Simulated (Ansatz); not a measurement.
Isolated molecules relaxed with PBE0-D4/def2-TZVP in Ansatz; ΔE leaves out vibrations. CCSD(T)/CBS is the MP2 limit (def2-TZVPP, def2-QZVPP) plus CCSD(T) − MP2 in def2-TZVPP, frozen cores. This one scheme is used for every species. Functionals use def2-TZVPP. For Ge outer-core shells are correlated without core-valence functions, which leaves a few kJ/mol of doubt a bond. Scalar relativity is left out up to krypton. Each species was taken in one conformer, which may not be the lowest.

Consider the ligand exchange at a Ge–S bond: `[NH2][Ge][SH]` + H–F → `[NH2][Ge][F]` + H₂S.

`[NH2][Ge][SH]`:

Cartesian coordinates in Å:
```
N -0.192 -0.617 1.070
Ge 1.034 0.321 0.111
S -0.337 0.713 -1.636
H -1.140 -0.825 0.799
H 0.043 -0.994 1.974
H 0.592 1.401 -2.318
```

H–F:

Z-matrix (Å, degrees):
```
F
H 1 0.920
```

`[NH2][Ge][F]`:

Cartesian coordinates in Å:
```
N 0.462 0.249 -0.364
Ge -0.841 -1.002 -0.235
F -1.339 -0.518 1.392
H 1.056 0.364 -1.170
H 0.662 0.906 0.376
```

H₂S:

Z-matrix (Å, degrees):
```
S
H 1 1.341
H 1 1.341 2 92.3
```

```
             level  ΔE (eV)
           BLYP-D4    -0.27
          PBE-QIDH    -0.15
            r2SCAN    -0.24
SCS-MP2/def2-TZVPP    -0.24
```

Problem. What does CCSD(T)/CBS give? (Estimate.)

Solution. Computed: -0.17 eV. The listed levels differ from it by -0.10, 0.02, -0.07, -0.07 eV.

Problem. What do rigid-rotor, harmonic-oscillator terms from PBE0-D4/def2-TZVP frequencies (298.15 K, 1 bar) make of the CCSD(T)/CBS value? (Best estimate.)

Solution. The calculation gave: ΔZPE = -0.05 eV, ΔH = -0.23 eV, ΔS = 11 J/(mol·K), ΔG = -0.27 eV.

Largest T1 diagnostic among the species: 0.014.

From r2SCAN to r2SCAN0 (25 % exact exchange), in def2-TZVPP and without D4, ΔE moves by +0.04 eV. At CCSD(T), def2-SVP lies −0.18 eV from the extrapolated value and def2-TZVPP −0.04 eV.
